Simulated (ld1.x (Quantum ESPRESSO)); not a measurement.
## Which change was made? (Zn, TM)

| Item | Value |
| --- | --- |
| Element | zinc |
| Generator | ld1.x (Quantum ESPRESSO) 7.5 |
| Type | norm-conserving Troullier–Martins (Kleinman–Bylander form) |
| Functional | PBE |
| Relativity | fully relativistic |
| Frozen core | [Ne] 3s2 |
| Valence charge | 18 |
| Reference configuration | 3p6 3d10 4s1.75 4p0.25 |
| Partial waves | 4s (bound): rc 2.10 bohr; 3p (bound): rc 0.85 bohr; 3d (bound): rc 0.95 bohr |
| Local potential | the d channel |
| Core correction | none |

Open shells are filled in proportion to 2j + 1 (rel_dist='average').

Occupied shells without a wave of their own: 4p. They enter only through the test configuration that unscreens the potential.

Cutoffs, loose and tight: the cutoffs (Ry, on a coarse ladder) from which the occupation-weighted sum of valence levels, in a spherical-Bessel basis at the reference potential, stays within 10 and 1 mRy of its value at 400 Ry. They do not see the model core or the augmentation charge, which bear on the density cutoff. Test errors are all-electron minus pseudo excitation energies from the reference, over the configurations 3p6 3d10 4s2 4p0; 3p6 3d10 4s1 4p0; 3p6 3d10 4s0 4p0; 3p6 3d9 4s2 4p1; 3p6 3d10 4s1.5 4p0; 3p6 3d10 4s1 4p1; 3p5 3d10 4s2 4p0; variants that change the core or the reference have their own tests. The largest error is taken over the tests solved by every variant that gives reliable tests at all, those not shown here included: 3p6 3d10 4s0 4p0; 3p6 3d10 4s1 4p0; 3p6 3d10 4s1 4p1.

The base gives: outcome: generated, misses its reference levels by 0.21 eV; cutoff, loose: 260 Ry; cutoff, tight: over 300 Ry; bound ghosts: s; largest test error (meV): -20.

(1) After one change the result is: outcome: generated, misses its reference levels by 0.21 eV; cutoff, loose: 200 Ry; cutoff, tight: over 300 Ry; bound ghosts: s; largest test error (meV): -70. Which change was it?
A. all radii scaled by about 1.21 (s 2.54, p 1.02, d 1.16 bohr)
B. all radii scaled by about 1.37 (s 2.88, p 1.16, d 1.30 bohr)
C. all radii scaled by about 0.90 (s 1.90, p 0.76, d 0.86 bohr)

Results:

(1) A. The others give: all radii scaled by about 1.37 (s 2.88, p 1.16, d 1.30 bohr) → outcome: generated, misses its reference levels by 0.21 eV; cutoff, loose: 160 Ry; cutoff, tight: 300 Ry; bound ghosts: s; largest test error (meV): -133 | all radii scaled by about 0.90 (s 1.90, p 0.76, d 0.86 bohr) → outcome: generated, misses its reference levels by 0.22 eV; cutoff, loose: 300 Ry; cutoff, tight: over 300 Ry; bound ghosts: s; largest test error (meV): -18.
